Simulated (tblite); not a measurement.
Species: C4H9FGeO.
SMILES with atom numbers: `[CH2:1]=[CH:2][O:3][CH2:4][C@H:5]([F:6])[GeH3:7]` (hydrogens: H8, H9 on C1; H10 on C2; H11, H12 on C4; H13 on C5; H14, H15, H16 on Ge7)

Computed with GFN2-xTB (tblite), gas phase: L-BFGS steps from a force-field or distance-geometry start until the largest atomic force falls under 0.01 eV/Å.

Geometry at step 60:
```
atom  x, y, z in Å
C1     -2.7541    0.6049   -0.5294
C2     -1.8944   -0.2729   -0.0372
O3     -0.5909    0.0036    0.2250
C4      0.1678   -0.9950    0.8769
C5      1.5306   -0.3764    1.0950
F6      1.5398    0.3170    2.2947
Ge7     1.9049    0.8857   -0.3909
H8     -2.4995    1.6269   -0.7211
H9     -3.7554    0.2810   -0.7467
H10    -2.1769   -1.3023    0.1486
H11     0.2647   -1.8812    0.2359
H12    -0.2931   -1.2925    1.8262
H13     2.3050   -1.1385    1.2119
H14     2.2282    0.0543   -1.5885
H15     0.8594    1.8942   -0.6616
H16     3.1564    1.6000    0.0171
```

Question: What forces act on the atoms?

Answer: 
| atom | Fx (eV/Å) | Fy (eV/Å) | Fz (eV/Å) |
| --- | --- | --- | --- |
| C1 | 0.015 | -0.292 | 0.113 |
| C2 | -0.054 | -0.083 | -0.121 |
| O3 | -0.008 | 0.044 | 0.034 |
| C4 | -0.032 | 0.008 | -0.057 |
| C5 | -0.039 | -0.060 | 0.108 |
| F6 | -0.028 | 0.086 | 0.001 |
| Ge7 | 0.242 | 0.150 | 0.089 |
| H8 | 0.094 | 0.078 | -0.030 |
| H9 | 0.000 | 0.106 | 0.010 |
| H10 | -0.094 | -0.063 | 0.023 |
| H11 | -0.006 | -0.009 | -0.011 |
| H12 | -0.029 | 0.055 | 0.035 |
| H13 | -0.015 | -0.102 | -0.043 |
| H14 | -0.082 | 0.021 | -0.070 |
| H15 | -0.006 | 0.053 | -0.022 |
| H16 | 0.043 | 0.008 | -0.057 |

The largest, 0.31 eV/Å, acts on C1; the rms over all components is 0.082 eV/Å. The forces sum to zero within rounding, as they must for an isolated molecule in no field.

Question: Give the force on C1 in Eh/bohr and in nN.

Answer: 0.313 eV/Å ÷ 51.422 = 0.00610 Eh/bohr, and 0.313 eV/Å × 1.602 = 0.50 nN.

Question: How far is this geometry from the end of the optimisation?

Answer: 0.095 eV above it, and 0.386 Å rms away after alignment. The bonds farthest from their final lengths, with half the difference of the two atoms' forces along the bond (positive lengthens):

```json
{"bond": "C5–Ge7", "now (Å)": "1.985", "final (Å)": "1.997", "force along bond (eV/Å)": "+0.10"}
{"bond": "Ge7–H15", "now (Å)": "1.478", "final (Å)": "1.484", "force along bond (eV/Å)": "+0.06"}
{"bond": "C1–H8", "now (Å)": "1.071", "final (Å)": "1.075", "force along bond (eV/Å)": "+0.20"}
{"bond": "C5–F6", "now (Å)": "1.386", "final (Å)": "1.389", "force along bond (eV/Å)": "-0.01"}
{"bond": "Ge7–H16", "now (Å)": "1.498", "final (Å)": "1.501", "force along bond (eV/Å)": "-0.14"}
{"bond": "C4–C5", "now (Å)": "1.512", "final (Å)": "1.516", "force along bond (eV/Å)": "-0.01"}
```

The angle farthest from its final value is C5–Ge7–H15, 116.0° against 110.4°.

The cost below is that of the whole relaxation. The run took 2.7 s wall, 2.1 s CPU on an Intel Xeon at 2.50 GHz with one thread, no GPU, on a shared host.
